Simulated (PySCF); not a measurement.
C₄H₇FSi.

```xyz
13

C      2.3939     0.5344     1.2455
C      1.7405    -0.1643     0.5013
C      0.9034    -0.9643    -0.3710
Si    -0.8564    -0.2898    -0.4906
C     -1.5631     0.0874     1.1831
F     -0.8018     1.0822    -1.3699
H      2.9894     1.1466     1.8967
H      1.3268    -1.0118    -1.3893
H      0.8444    -2.0057    -0.0063
H     -1.6862    -1.2619    -1.2601
H     -1.6615    -0.8350     1.7771
H     -0.8971     0.7750     1.7265
H     -2.5576     0.5509     1.1002
```

The structure is a stationary point at PBE0-D3(BJ)/def2-SVP. The structure was generated by enumeration; whether it is a known compound was not checked. Other conformers were not sampled.

All values below come from PBE/pcSseg-1 in PySCF. Non-relativistic, no solvent.

Computed absolute GIAO shielding of each atom: isotropic value and principal components (ppm):
| atom | σ(iso) | σ11 | σ22 | σ33 | span |
|---|---|---|---|---|---|
| C1 | 108.9 | 33.2 | 37.7 | 255.6 | 222.4 |
| C2 | 100.7 | 3.1 | 9.2 | 289.8 | 286.7 |
| C3 | 170.0 | 161.2 | 166.2 | 182.7 | 21.5 |
| Si4 | 310.7 | 244.0 | 317.9 | 370.0 | 125.9 |
| C5 | 183.6 | 170.7 | 186.2 | 193.8 | 23.1 |
| F6 | 359.7 | 331.1 | 366.6 | 381.5 | 50.4 |
| H7 | 29.5 | 24.2 | 24.8 | 39.6 | 15.4 |
| H8 | 29.1 | 24.5 | 27.6 | 35.2 | 10.7 |
| H9 | 29.8 | 25.4 | 28.0 | 35.9 | 10.6 |
| H10 | 26.0 | 23.2 | 23.9 | 30.8 | 7.6 |
| H11 | 31.4 | 27.1 | 28.8 | 38.2 | 11.1 |
| H12 | 30.0 | 25.4 | 29.3 | 35.4 | 10.0 |
| H13 | 30.7 | 26.6 | 27.8 | 37.8 | 11.2 |
